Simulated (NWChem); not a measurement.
# SnNH4O2Cl; SMILES [NH2][Sn]([OH])([OH])[Cl]

```xyz
9

N      1.9271     0.9491    -0.0164
Sn     0.0133     0.3233     0.0182
O     -1.0149     0.9398     1.5785
O     -1.0067     1.0167    -1.5116
Cl     0.0752    -2.0216     0.0527
H      2.5386     0.2364    -0.4124
H      2.0372     1.8017    -0.5644
H     -0.6649     0.5899     2.4069
H     -1.9553     1.0206    -1.3313
```
Atoms are numbered in this order, from 1.

Program: NWChem. STO-3G and 3-21G are far too small for this property and stand as cheap habits. The geometry was optimised at PBE0/def2-SVP. No frequency run checked for a minimum. def2 effective core potentials on Sn; no spin-orbit coupling. Field at 589 nm.

For level B3LYP/def2-SVP (core potentials):

```yaml
isotropic polarisability (bohr³): 54.6
anisotropy (bohr³): 11.0
```

Problem. What are these values for level B3LYP/STO-3G (all-electron, non-relativistic)?

Solution. isotropic polarisability (bohr³): 30.9
anisotropy (bohr³): 9.8
